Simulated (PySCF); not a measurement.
Saddle point of CH5FZn, closed shell (CH₄Zn ([CH3][ZnH]) + HF → CH₃FZn ([CH3][Zn][F]) + H₂; bonds formed: Zn1–F5, H2–H4; bonds broken: Zn1–H2, H4–F5), PBE0-D4/def2-TZVP structure:

Zn1  (0.199, -0.232, 0.389)
H2  (0.642, -0.541, 2.086)
C3  (-0.663, 0.851, -0.961)
H4  (1.034, -1.306, 1.593)
F5  (1.273, -1.947, 0.588)
H6  (-1.198, 1.689, -0.513)
H7  (0.084, 1.243, -1.654)
H8  (-1.371, 0.243, -1.527)
(Å)

Energies are electronic, without zero-point energy. Barriers and step energies count from the start structure reached by relaxing down the imaginary mode; all methods use the PBE0-D4 structures, on which another method's saddle can fall below an end. PySCF 2.14 with density fitting (its default auxiliary sets; JK sets also for MP2 and CCSD(T)); basis: def2-TZVPP, with def2-QZVPP for the basis limit; cores frozen in the correlated methods. The 3s and 3p shells of Cu and Zn are frozen; filled d shells are correlated. B3LYP uses VWN-RPA correlation. Extrapolation: Hartree–Fock as exp(−7.88 √X), correlation as X^−2.97.

```
   method  barrier (kcal/mol)  step energy (kcal/mol)
    SPW92                   ?                   -7.84
   PBE-D4                9.92                  -11.37
r2SCAN-D4                   ?                  -13.64
  PBE0-D4               12.02                  -10.43
 B3LYP-D4               12.71                  -12.76
 BHLYP-D4               14.48                  -12.47
  wB97M-V               12.74                  -12.14
       HF               19.66                  -13.66
      MP2                   ?                  -12.68
     CCSD               15.12                  -11.85
  CCSD(T)               13.82                  -11.86
```

(1) Fill in the withheld barriers. (An estimate is asked for; the value comes from the calculation.)

The T1 diagnostic stays at or below 0.016.

Answers

(1) The calculation gives: MP2 13.67; r2SCAN-D4 9.13; SPW92 5.76 kcal/mol. Each is the energy of the saddle less that of the start structure, by the same method.

For comparison, the barrier by CCSD(T) at an estimated basis limit (MP2 extrapolated from triple and quadruple zeta, plus CCSD(T) − MP2 in triple zeta) is 12.72 kcal/mol.

Labels in which every atom is bracketed show which atoms are joined, not bond orders.

For scale, one of the runs: CCSD(T)/def2-TZVPP, 196 basis functions, launched by `OMP_NUM_THREADS=4 python run.py`. The run took 16 min on 4 CPU threads of an Intel Xeon (shared host), with 2.6 GiB of host memory at its peak.
